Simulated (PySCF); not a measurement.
**Cs2S, singlet: computed properties**

These are results of PBE0/[S def2-TZVP, Cs def2-TZVP with ECP46], scalar-relativistic core potentials, density fitting, no spin–orbit coupling, PySCF, not measurements.

The structure is a minimum.

```xyz
3
charge 0 multiplicity 1, angstrom
S     0.0000    0.0000    0.0000
Cs    0.0000    0.0000    2.9411
Cs    0.0000    0.0000   -2.9411
```

```
Point group                                                                   : D∞h
Bond lengths                                                                  : S–Cs 2.941 Å (×2)
Bond angles                                                                   : Cs–S–Cs 180.0°
Atomisation energy without zero-point energy                                  : 480 kJ/mol
Highest occupied level                                                        : -3.24 eV
Rotational constants                                                          : 0.007332 cm⁻¹
Entropy at 298.15 K and 1 bar                                                 : 322.0 J/(mol K)
Principal polarisabilities                                                    : 97.6, 97.6, 289.6 bohr³
Lowest empty level                                                            : -0.58 eV
Heat capacity Cp at 298.15 K                                                  : 60.7 J/(mol K)
Rotational symmetry number                                                    : 2
Dipole moment                                                                 : 0.00 D
Enthalpy at 298.15 K above 0 K                                                : 15.83 kJ/mol
Zero-point energy                                                             : 3.3 kJ/mol
Principal quadrupole moments (Buckingham, traceless) about the centre of mass : -23.02, -23.02, 46.05 D Å
```

Harmonic modes (masses in u: S 31.972, Cs 132.905):
```json
{"symmetry": "πu", "ω (cm⁻¹)": "71", "IR (km/mol, summed over degenerate members)": "87.6"}
{"symmetry": "σg+", "ω (cm⁻¹)": "106", "IR (km/mol, summed over degenerate members)": "0.0"}
{"symmetry": "σu+", "ω (cm⁻¹)": "301", "IR (km/mol, summed over degenerate members)": "217"}
```

In D∞h the vibrations span πu + σg+ + σu+. The σg+ mode carries no infrared intensity, as symmetry demands. With a centre of inversion only u modes can be infrared active and only g modes Raman active.

Charges (e):
| atom | Mulliken | Löwdin | polar tensor | Mayer order to S1 |
| --- | --- | --- | --- | --- |
| S1 | -1.16 | -0.65 | -1.60 | – |
| Cs2,3 | 0.58 | 0.33 | 0.80 | 0.72 |

Mulliken populations on S1: s 5.94, p 11.21, d 0.01, f 0.00.

Only a few start shapes were tried, so a lower isomer may exist.

The final relaxation and frequency run took 19 s on 2 threads of a shared Intel Xeon Platinum 8488C (Sapphire Rapids) host, with 95 basis functions and 8 gradients; the process peaked at 0.86 GiB.
